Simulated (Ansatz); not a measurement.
CH5NOSi (`NC(=O)[SiH3]`), relaxed with RKS PBE0-D4/def2-TZVP in Ansatz 0.2.0 from a PBE-D4/def2-SVP geometry. The force threshold is 0.005 eV/Å; the program also tests the step.

Charge 0, multiplicity 1.

Start:

```xyz
9

N     0.065   -0.252   -1.564
C    -0.392    0.460   -0.489
O    -1.141    1.431   -0.586
Si    0.157   -0.070    1.295
H    -0.222    0.031   -2.506
H     0.687   -1.052   -1.455
H     0.864    1.103    1.909
H    -1.090   -0.378    2.070
H     1.072   -1.272    1.327
```

(1) How much energy does the relaxation release, and in how many steps? (Best estimate.)

(2) Which bonds change most? (Estimate.)

(3) Give the relaxed structure. (Best estimate.)

Results:

(1) Computed: 0.04 eV, in 6 steps.

(2) Computed: Si4–H9 from 1.511 to 1.491 Å; Si4–H7 from 1.500 to 1.482 Å; Si4–H8 from 1.500 to 1.482 Å; C2–Si4 from 1.941 to 1.923 Å.

(3) Computed: 
```xyz
9

N     0.067   -0.251   -1.538
C    -0.390    0.461   -0.481
O    -1.129    1.419   -0.601
Si    0.151   -0.062    1.289
H    -0.213    0.019   -2.468
H     0.677   -1.039   -1.420
H     0.860    1.087    1.899
H    -1.075   -0.384    2.056
H     1.052   -1.249    1.264
```
